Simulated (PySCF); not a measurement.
isocyanic acid anion (CHNO), SMILES N=C=O (connectivity only; charge and spin as stated), charge -1, multiplicity 2. Atoms are numbered in the order given.

```xyz
4

N     -0.2266     1.1380     0.0000
C      0.3157    -0.0427     0.0000
O     -0.1009    -1.1944     0.0000
H      0.4997     1.8450     0.0000
```
Charge -1, spin multiplicity 2.

Geometry: B3LYP-D3(BJ)/def2-TZVPD. The multiplicity is an assumed one; other spin states were not compared.

All values below come from B3LYP/pcH-1 in PySCF.

Unrestricted Kohn–Sham, ⟨S²⟩ = 0.753. Hyperfine tensors hold the contact and dipolar terms, without spin-orbit corrections.

Computed hyperfine couplings:
```tsv
nucleus	A(iso) (MHz)	A(iso) (G)	dipolar principal values (MHz)
14N no. 1	-2.1	-0.8	-13.5, -9.7, 23.2
13C no. 2	247.8	88.4	-48.2, -44.6, 92.7
17O no. 3	-64.5	-23.0	-87.2, 42.8, 44.4
1H no. 4	51.7	18.4	-17.1, -10.6, 27.8
```

### Question
And the g tensor (effective nuclear charges for spin-orbit coupling, GIAO)? (Estimate from the structure and the level; the computed values follow.)

### Answer
principal values 1.9973, 2.0019, 2.0034; isotropic 2.0009.
